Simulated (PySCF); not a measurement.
# Low-lying terms of B⁺ (boron, charge +1)

Ground state [He] 2s2, ¹S. All numbers are calculated (PySCF 2.14, the non-relativistic Hamiltonian (point nucleus), in aug-cc-pVQZ). Vertical excitation energies in eV without spin-orbit coupling; excited terms of each kind are numbered among those the solver found. Frozen: nothing.

| term | leading excitation | EOM-EE-CCSD | measured centre of gravity (NIST) |
| --- | --- | --- | --- |
| 1 3P° | 2s → p | 4.615 | 4.631 (2s2p) |
| 1 1P° | 2s → p | 9.114 | 9.100 (2s2p) |
| 1 3S | 2s → s | 16.065 | 16.090 (2s3s) |
| 2 3P° | 2s → p | 17.853 | n/a |
| 2 1P° | 2s → p | 17.874 | n/a |
| 1 3D | 2s → d | 18.656 | n/a |
| 1 1D | 2s → d | 19.192 | n/a |

Only the lower part of the computed list is shown. Doubly excited terms such as np² are absent. The solver can miss terms. Rydberg members are limited by the diffuse functions of the basis.
